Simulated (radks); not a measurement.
Spherical quantum dot in the effective-mass picture: electrons in a well V = -V0 / (1 + exp((r - R)/a)) with V0 = 5.88, R = 8.52, a = 0.97, all in effective atomic units (hartree* = m*/eps^2 hartree, bohr* = eps/m* bohr), one dielectric constant everywhere. Method: non-relativistic Kohn-Sham, LDA (Slater exchange, Perdew-Wang correlation), spin-polarised, spherical densities; computed with a radial shooting solver with Libxc functionals. Levels are named by radial order and angular momentum (1s, 1p, 1d, 2s, ...), and open shells are averaged over m.

N = 2, configuration 1s2. This is the lowest configuration that the search found. Occupied and some empty levels:

level,occupation,eigenvalue (hartree*),<r> (bohr*)
1s,2,-5.3887,3.458
1p,0,-5.2806,4.025
1d,0,-5.1394,4.434
2s,0,-5.0546,3.595

Energy (hartree*): total -11.2086, kinetic 0.18808, external -11.627, Hartree 0.51708, exchange-correlation -0.28637. Static polarisability (adiabatic kernel): 82.96 bohr*^3.

Electron density:

r (bohr*),n(r) (e/bohr*^3)
0.331,0.007884
0.883,0.007749
1.44,0.007446
1.99,0.006909
2.54,0.006084
3.09,0.004979
3.65,0.003693
4.20,0.002416
4.75,0.001355
5.30,0.0006281
5.86,0.0002317
6.41,0.00006531
6.96,0.00001336
